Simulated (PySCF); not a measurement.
## Absolute configuration from chiroptical data

Computed, not measured: TDDFT BHandHLYP/def2-SVPD circular dichroism and optical rotation, one conformer, gas phase in PySCF 2.14.0. Geometry: GFN2-xTB.

Values for one enantiomer of C4H8FNSi2, R in 10⁻⁴⁰ esu² cm² (velocity form):
| λ (nm) | f | R |
| --- | --- | --- |
| 202 | 0.019 | -21.1 |
| 194 | 0.024 | +47.4 |
| 182 | 0.002 | -5.5 |
| 182 | 0.129 | -37.9 |
| 178 | 0.007 | +8.5 |
| 176 | 0.012 | +12.5 |
| 171 | 0.018 | +16.7 |
| 169 | 0.020 | -0.7 |
| 165 | 0.030 | -15.6 |
| 162 | 0.005 | +2.3 |
| 159 | 0.009 | -11.1 |
| 156 | 0.003 | -0.1 |
| 152 | 0.007 | -5.3 |
| 150 | 0.005 | +12.6 |
| 149 | 0.009 | +12.4 |
| 148 | 0.022 | -22.7 |

[α] at 589.3 nm: -38 deg dm⁻¹ (g/mL)⁻¹ (origin-invariant length gauge).

Question: Which structure gives these signs?
A. C[C@H]1[SiH2][C@H](F)[Si@@H]1C#N
B. C[C@@H]1[SiH2][C@@H](F)[Si@H]1C#N

Answer: B. Its CIP labels in SMILES order are R, R, S; the other enantiomer gives every sign reversed.

Geometry of C[C@@H]1[SiH2][C@@H](F)[Si@H]1C#N as run:
```xyz
16

C    -2.068    0.132    0.441
C    -0.717    0.542   -0.143
Si   -0.029   -0.611   -1.537
C     1.328   -1.150   -0.252
F     2.641   -1.098   -0.705
Si    0.795    0.221    1.009
C     1.972    1.666    0.985
N     2.682    2.564    0.966
H    -2.856    0.242   -0.302
H    -2.054   -0.907    0.766
H    -2.325    0.751    1.299
H    -0.795    1.585   -0.457
H     0.546    0.093   -2.677
H    -0.923   -1.695   -1.943
H     1.203   -2.166    0.134
H     0.592   -0.162    2.406
```
